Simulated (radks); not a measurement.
Problem. Nb IV, 38 electrons, occupied as [Kr] 4d1 5p1 (not the ground configuration). Method: scalar-relativistic Kohn-Sham, PBE, spin-unpolarised, spherical densities, finite nucleus; Fermi nuclear charge, rms radius 4.324 fm; computed with a radial shooting solver on a logarithmic mesh with Libxc functionals. Some entries of the table are withheld. Estimate them.

orbital  occ.  eigenvalue (hartree)  <1/r> (bohr^-1)  r(max) (bohr)
1s          2                   (1)            42.40            (2)
2s          2             -98.06700            9.526         0.1332
2p          6             -87.71292            9.272            (3)
3s          2             -17.50421              (4)         0.3955
3p          6             -14.11948            3.092         0.3893
3d         10              -8.58902            2.856         0.3344
4s          2              -3.46152            1.193          1.026
4p          6              -2.55733              (5)          1.109
4d          1              -1.27250              (6)          1.361
5p          1              -0.80522           0.4132          2.905

Solution. 
(1) 1s eigenvalue (hartree): -692.5483
(2) 1s r(max) (bohr): 0.02349
(3) 2p r(max) (bohr): 0.1065
(4) 3s <1/r> (bohr^-1): 3.253
(5) 4p <1/r> (bohr^-1): 1.065
(6) 4d <1/r> (bohr^-1): 0.7963
